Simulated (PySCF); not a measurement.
**Working out the ionisation energy of Co⁺**

Co⁺ [Ar] 3d8 (3F) → Co²⁺ [Ar] 3d7 (4F). All numbers are calculated (PySCF 2.14, the non-relativistic Hamiltonian (point nucleus), in 6-31G* (5s4p2d1f, 34 functions)). Frozen: [Ar]. Energies in hartree (1 hartree = 27.21139 eV):

```tsv
part	Co⁺ (lower)	Co²⁺ (upper)
UHF	-1380.860532	-1380.394499
MP2 opposite-spin	-0.096541	-0.053690
MP2 same-spin	-0.058521	-0.040234
```

Q: What does Hartree-Fock give?

A: (-1380.394499) − (-1380.860532) = 0.466033 hartree = 12.681 eV.

Q: What do MP2 and SCS-MP2 (6/5 opposite-spin, 1/3 same-spin) give?

A: The opposite-spin parts differ by 1.166 eV and the same-spin parts by 0.498 eV. MP2: 12.681 + (1.166) + (0.498) = 14.345 eV. SCS-MP2: 12.681 + 1.2 × (1.166) + (0.498)/3 = 14.246 eV.

Reference: 17.084 eV (measured; NIST Atomic Spectra Database, ionization energies), between the lowest levels; spin-orbit coupling is absent from the calculation.

The calculation is non-relativistic.

What remains against the reference includes basis incompleteness, the frozen core and correlation beyond second order.
